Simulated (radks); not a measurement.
Q: These are the eigenvalues of the occupied orbitals of an atom or ion with whole-number occupations (eV). Method: non-relativistic Kohn-Sham, LB94 model potential, spin-polarised, spherical densities, point nucleus; computed with a radial shooting solver on a logarithmic mesh with Libxc functionals.

1s: -3436.350
2s: -740.5026

Which element is it, and in what charge state? The configuration may be excited. Open shells, if any, are filled with parallel spins first.

A: Z = 17, chlorine, charge +13: Cl13+ in [He] 2s2. The 1s level, -126.28 hartree, gives Z - s = 15.9 by -(Z - s)^2/2, which with screening narrows Z to a few neighbours, and with so few levels the electron count can be read from the list.
